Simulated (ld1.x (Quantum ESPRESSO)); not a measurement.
# Configuration tests for cadmium (Cd) (TM)

- Element: cadmium (Cd)
- Generator: ld1.x (Quantum ESPRESSO) 7.5
- Type: norm-conserving Troullier–Martins (Kleinman–Bylander form)
- Functional: LDA (PZ)
- Relativity: scalar-relativistic
- Frozen core: [Ar] 3d10 4s2
- Valence charge: 18
- Reference configuration: 4p6 4d10 5s1.75 5p0 (charge +0.25)
- Partial waves: 5s (bound): rc 2.40 bohr; 4p (bound): rc 1.30 bohr; 4d (bound): rc 1.90 bohr
- Local potential: the d channel
- Core correction: Bessel-smoothed model core inside 0.60 bohr

Energies are relative to the spin-unpolarised reference configuration 4p6 4d10 5s1.75 5p0; without spin polarisation the order of configurations can differ from experiment. Spin-polarised rows fill each open shell by Hund’s rule, majority spin first. The frozen-core shift is the all-electron ΔE with the core orbitals held at their reference shape minus the fully relaxed ΔE.

```json
{"valence configuration": "4p6 4d10 5s2 5p0", "charge": "0", "ΔE all-electron (eV)": "-1.711", "error AE − PS (meV)": "+0.3", "frozen-core shift (meV)": "-0.4"}
{"valence configuration": "4p6 4d10 5s0 5p0", "charge": "+2", "ΔE all-electron (eV)": "25.437", "error AE − PS (meV)": "-25", "frozen-core shift (meV)": "+4.6"}
{"valence configuration": "4p6 4d9 5s0 5p0", "charge": "+3", "ΔE all-electron (eV)": "63.693", "error AE − PS (meV)": "-8.5", "frozen-core shift (meV)": "+14"}
{"valence configuration": "4p6 4d10 5s0 5p1", "charge": "+1", "ΔE all-electron (eV)": "13.824", "error AE − PS (meV)": "-112", "frozen-core shift (meV)": "+2.1"}
{"valence configuration": "4p6 4d8 5s0 5p0", "charge": "+4", "ΔE all-electron (eV)": "117.971", "error AE − PS (meV)": "+1.1", "frozen-core shift (meV)": "+65"}
{"valence configuration": "4p6 4d10 5s0 5p2", "charge": "0", "ΔE all-electron (eV)": "8.202", "error AE − PS (meV)": "-152", "frozen-core shift (meV)": "+1.0"}
{"valence configuration": "4p6 4d10 5s1.75 5p0 (spin-polarised)", "charge": "+0.25", "ΔE all-electron (eV)": "-0.009", "error AE − PS (meV)": "0.0", "frozen-core shift (meV)": "0.0"}
{"valence configuration": "4p6 4d10 5s1 5p0 (spin-polarised)", "charge": "+1", "ΔE all-electron (eV)": "7.728", "error AE − PS (meV)": "-3.3", "frozen-core shift (meV)": "+1.5"}
```

What are ΔE and the potential's error for 4p6 4d10 5s1 5p0?

ΔE = 7.917 eV all-electron; the error (AE − PS) is -3.4 meV.

Levels in the configuration 4p6 4d9 5s0 5p0:

```tsv
level	all-electron (eV)	pseudo (eV)
4p	-102.348	-102.305
4d	-46.055	-46.039
```

A variational frozen-core shift is positive and of second order in the change. This column holds negative values, so the frozen-core run of ld1.x carries numerical noise or an error of first order here, and the column gives no more than the rough size of the effect.

Note: ghost state, extra bound levels that the all-electron valence spectrum of the same l lacks: s at -108.4 eV. A true bound ghost makes a file unfit for plane-wave use.
